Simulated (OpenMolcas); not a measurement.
3d5 along the 23-electron sequence

```json
{
  "Program": "OpenMolcas",
  "Method": "RASSCF",
  "Basis": "ANO-RCC-VTZP",
  "Scalar Hamiltonian": "DKH2, point nucleus",
  "Spin-orbit coupling": "RASSI with atomic mean-field integrals over the reference wave functions, term energies averaged over their components"
}
```

Active space for each ion: 11 electrons in 8 orbitals (RAS1 3p, at most 2 holes; RAS2 3d).

Computed levels in cm-1 above 6S 5/2:

| Level | Fe3+ | Co4+ | Ni5+ | Cu6+ |
| --- | --- | --- | --- | --- |
| 4G 5/2 | 37939 | 43231 | 47634 | 52021 |
| 4G 7/2 | 37973 | 43293 | 47725 | 52165 |
| 4G 11/2 | 37983 | 43311 | 47752 | 52207 |
| 4G 9/2 | 37994 | 43330 | 47780 | 52251 |
| 4P 5/2 | 38821 | 44464 | 49153 | 53844 |
| 4P 3/2 | 38874 | 44565 | 49303 | 54080 |
| 4P 1/2 | 38922 | 44655 | 49440 | 54297 |
| 4D 7/2 | 44903 | 51278 | 56579 | 61928 |
| 4D 1/2 | 44962 | 51396 | 56759 | 62219 |
| weight of 6S in the lowest level (%) | 100 | 100 | 100 | 100 |

Measured, with the error of the calculation in %. Measured levels: Fe3+ from Corliss and Sugar, J. Phys. Chem. Ref. Data 11, 135 (1982); Co4+ from Sugar and Corliss, J. Phys. Chem. Ref. Data 10, 1097 (1981); Ni5+ from Corliss and Sugar, J. Phys. Chem. Ref. Data 10, 197 (1981); Cu6+ from the list in Gamrath, thesis, University of Mons (2023).

```
  Level           Fe3+           Co4+           Ni5+           Cu6+
4G 11/2  32246 (+17.8)  37218 (+16.4)  41921 (+13.9)               
 4P 5/2  35254 (+10.1)   40753 (+9.1)   45884 (+7.1)   50732 (+6.1)
 4P 3/2  35333 (+10.0)   40891 (+9.0)   46104 (+6.9)   51067 (+5.9)
 4P 1/2   35407 (+9.9)   41024 (+8.9)   46325 (+6.7)   51407 (+5.6)
 4D 7/2  38779 (+15.8)  44709 (+14.7)  50331 (+12.4)  55742 (+11.1)
 4D 1/2  38897 (+15.6)  44908 (+14.4)                 56210 (+10.7)
```

4G 5/2 changes by a factor of 1.37 over the same range, with steps per unit of Z of +5290, +4400, +4390 cm-1.

Without dynamic correlation excited terms often stand tens of per cent too high (terms of higher spin than the ground term too low), and those without a measured partner can miss by more than the paired ones. Active for correlation alone: 3p; no level in the range computed is led by a configuration that opens it, so any true level of that kind is missing. Measured partners are found by configuration, term and J. A level has none where our copy of the source lacks it or the pairing is in doubt (some pairs that miss far off the trend of their configuration count as doubtful), and it then counts in no deviation. Levels of configurations outside the active space are missing.
